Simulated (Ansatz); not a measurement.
Reactions of C12H10 (`c1ccc(-c2ccccc2)cc1`).

Gas-phase electronic energies from Ansatz, PBE0-D4/def2-TZVP geometries. CCSD(T)/CBS adds triple-zeta CCSD(T) − MP2 to the extrapolated MP2 energy (def2 sets, frozen cores). This one scheme is used for every species, atoms too. Open shells (•) are unrestricted, without spin–orbit coupling. Spin–orbit coupling would lower the free atoms: a little for C. Elements past krypton have def2 core potentials. For Sn outer-core shells are correlated without core-valence functions, so the limit isn't a true one: a few kJ/mol of doubt a bond, and 10 to 20 or more in all where bonds break to atoms. One conformer a species, not always the lowest.

(1) Order these by ΔE at CCSD(T)/CBS, lowest first. (Estimate.)
A. `c1ccc(-c2ccccc2)cc1` + H₂S → `Sc1ccccc1` + `c1ccccc1`
B. `c1ccc(-c2ccccc2)cc1` → `c1cc2c3c(cccc3c1)CC2`
C. `c1ccc(-c2ccccc2)cc1` → 12 C• + 10 H•
D. `c1ccc(-c2ccccc2)cc1` + `[SnH3][c]1ccccc1` → `c1cc[c]([SnH2][c]2ccccc2)cc1` + `c1ccccc1`
E. `c1ccc(-c2ccccc2)cc1` + HCl → `Clc1ccccc1` + `c1ccccc1`

Largest T1 diagnostic: 0.012, for `[SnH3][c]1ccccc1`.

Results:

(1) B (-24.0 kJ/mol), D (-6.1 kJ/mol), A (+30.6 kJ/mol), E (+43.5 kJ/mol), C (+10920.8 kJ/mol).
